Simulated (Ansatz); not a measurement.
One change: `[Cl][InH][SeH]` becomes `[CH3][InH][Cl]`.

Ansatz, PBE0-D4/def2-TZVP geometries, multiplicity 1. Each molecule was computed in one conformer, which needn't be the lowest.

Elements past krypton have def2 core potentials. Scalar relativity is left out up to krypton.

```csv
property,`[Cl][InH][SeH]`
HOMO–LUMO gap (PBE0/def2-TZVPP) / eV,5.80
LUMO energy (PBE0/def2-TZVPP) / eV,-1.72
size of the dipole moment (PBE/def2-TZVPP) / D,2.68
HOMO energy (B3LYP/def2-TZVPP) / eV,-7.28
HOMO–LUMO gap (ωB97M-V/def2-TZVPP) / eV,9.46
LUMO energy (PBE/def2-TZVPP) / eV,-2.39
```

(1) What does the change do to each property? (Estimate.)

## Answers

(1) Computed: 
| property | `[CH3][InH][Cl]` | shift |
| --- | --- | --- |
| HOMO–LUMO gap (PBE0/def2-TZVPP) / eV | 6.28 | 0.48 |
| LUMO energy (PBE0/def2-TZVPP) / eV | -1.59 | 0.13 |
| size of the dipole moment (PBE/def2-TZVPP) / D | 3.27 | 0.59 |
| HOMO energy (B3LYP/def2-TZVPP) / eV | -7.63 | -0.35 |
| HOMO–LUMO gap (ωB97M-V/def2-TZVPP) / eV | 9.94 | 0.48 |
| LUMO energy (PBE/def2-TZVPP) / eV | -2.31 | 0.08 |

With PBE0 the HOMO falls by 0.35 eV and the LUMO rises by 0.13 eV, so the gap widens by about 0.48 eV. PBE moves the HOMO by -0.20 eV and ωB97M-V by -0.42 eV. The zero-point energy changes by 71.6 kJ/mol with +6 modes. Dipoles are sizes alone; their direction can turn.

B3LYP here is the variant with VWN-RPA as its local correlation; programs differ in this.

Spin–orbit coupling is left out; it splits and shifts lone-pair levels of the heavy atoms by tenths of an eV.
